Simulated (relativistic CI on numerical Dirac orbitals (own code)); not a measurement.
# Line list: Electric-dipole lines, Pr LVI

Calculated at this level of theory: Dirac-Coulomb-Breit CI, separate exchange-only KLI orbitals for each configuration, model QED (radiative potential, 1s self-energy scaled to tabulated hydrogen-like ionisation energies), unscaled Slater integrals (own radial code, finite nucleus).

Configurations in the expansion (outside the closed core 1s2): 2s2, 2s 2p, 2p2, 2p 3s, 2p 3p, 2s 3s, 2s 3p, 2s 3d, 2s 4s, 2s 4p, 2s 4d, 2s 4f, 3s2, 3s 3p, 3p2. Levels of other configurations are missing.

| λ vac (nm) | Lower | Upper | A (s⁻¹) | gf | Branching (%) |
| --- | --- | --- | --- | --- | --- |
| 0.14094 | 2s 2p 3P°_1 [3] | 2s 4d 3D_2 [42] | 1.99e+14 | 2.96e-01 | 64.6 |
| 0.14933 | 2s 2p 3P°_2 [5] | 2s 4d 3D_3 [43] | 2.17e+14 | 5.07e-01 | 75.7 |
| 0.15053 | 2s 2p 1P°_1 [6] | 2s 4d 1D_2 [44] | 2.03e+14 | 3.44e-01 | 70.5 |
| 0.18190 | 2s 2p 3P°_2 [5] | 2p 3p 3D_3 [31] | 1.94e+14 | 6.75e-01 | 99.1 |
| 0.18221 | 2s2 1S_0 [1] | 2s 3p 1P°_1 [20] | 2.65e+14 | 3.96e-01 | 94.4 |
| 0.18241 | 2s 2p 3P°_1 [3] | 2p 3p 3D_2 [26] | 1.88e+14 | 4.70e-01 | 87.7 |
| 0.18314 | 2s 2p 1P°_1 [6] | 2p 3p 3P_2 [33] | 1.20e+14 | 3.02e-01 | 54.2 |
| 0.18491 | 2s 2p 3P°_0 [2] | 2s 3d 3D_1 [21] | 3.32e+14 | 5.11e-01 | 58.8 |
| 0.18556 | 2s 2p 3P°_1 [3] | 2s 3d 3D_2 [22] | 6.07e+14 | 1.57e+00 | 81.8 |
| 0.18564 | 2s 2p 3P°_1 [3] | 2s 3d 3D_1 [21] | 1.40e+14 | 2.17e-01 | 24.8 |
| 0.18582 | 2s 2p 3P°_2 [5] | 2p 3p 3D_2 [30] | 1.32e+14 | 3.41e-01 | 50.3 |
| 0.18588 | 2s 2p 3P°_2 [5] | 2p 3p 3P_1 [29] | 2.06e+14 | 3.21e-01 | 80.5 |
| 0.18658 | 2s 2p 3P°_0 [2] | 2p 3p 3D_1 [17] | 1.70e+14 | 2.66e-01 | 41.4 |
| 0.18678 | 2s2 1S_0 [1] | 2s 3p 3P°_1 [14] | 1.65e+14 | 2.59e-01 | 97.7 |
| 0.18732 | 2s 2p 3P°_1 [3] | 2p 3p 3D_1 [17] | 2.38e+14 | 3.76e-01 | 58.1 |
| 0.18781 | 2s 2p 1P°_1 [6] | 2p 3p 3D_2 [30] | 1.29e+14 | 3.40e-01 | 49.0 |
| 0.19965 | 2s 2p 3P°_2 [5] | 2s 3d 3D_3 [23] | 6.78e+14 | 2.83e+00 | 100.0 |
| 0.20095 | 2s 2p 3P°_2 [5] | 2s 3d 3D_2 [22] | 1.34e+14 | 4.05e-01 | 18.0 |
| 0.20151 | 2s 2p 1P°_1 [6] | 2s 3d 1D_2 [24] | 5.79e+14 | 1.76e+00 | 93.7 |
| 0.52760 | 2s 3s 3S_1 [11] | 2s 4p 3P°_2 [39] | 2.56e+13 | 5.34e-01 | 84.1 |
| 0.53813 | 2s 3p 3P°_1 [14] | 2s 4d 3D_2 [42] | 5.54e+13 | 1.20e+00 | 18.0 |
| 0.53833 | 2s 3p 3P°_0 [13] | 2s 4d 3D_1 [41] | 3.80e+13 | 4.95e-01 | 12.3 |
| 0.57293 | 2s 3p 3P°_2 [18] | 2s 4d 3D_3 [43] | 6.92e+13 | 2.38e+00 | 24.2 |
| 0.57406 | 2s 3p 1P°_1 [20] | 2s 4d 1D_2 [44] | 5.97e+13 | 1.47e+00 | 20.7 |
| 0.57868 | 2s 3d 3D_1 [21] | 2s 4f 3F°_2 [45] | 1.13e+14 | 2.83e+00 | 79.5 |
| 0.57938 | 2s 3d 3D_2 [22] | 2s 4f 3F°_3 [46] | 1.25e+14 | 4.41e+00 | 88.4 |
| 0.58802 | 2s 3d 3D_3 [23] | 2s 4f 3F°_4 [47] | 1.37e+14 | 6.39e+00 | 98.5 |
| 0.59148 | 2s 3d 1D_2 [24] | 2s 4f 1F°_3 [48] | 1.24e+14 | 4.57e+00 | 90.1 |
| 1.7036 | 2s2 1S_0 [1] | 2s 2p 1P°_1 [6] | 1.42e+12 | 1.85e-01 | 99.5 |
| 5.7374 | 2s 3s 3S_1 [11] | 2s 3p 3P°_2 [18] | 1.65e+11 | 4.06e-01 | 16.4 |

Terms are leading LS components. Brackets give the number of a level in order of energy, since labels repeat. The list gives strong lines, with weight on those to low levels, without lines whose two gauges differ by over a factor of 2.5, among the lowest 48 of 58 levels, so that lines to higher ones, which can be the strongest, are missing. Levels whose partners in the same complex of configurations lie outside the list can be far off, and so can their lines. Rates are taken at the computed energies, electric ones in the length gauge.

At this charge energies of transitions that change n are usually good to better than 1 %, and those within a shell (Δn = 0) to a few per cent.

LS names give the leading component of a level, which can be under half, so a name can repeat, a term be missing and a line seem to break the LS rules.
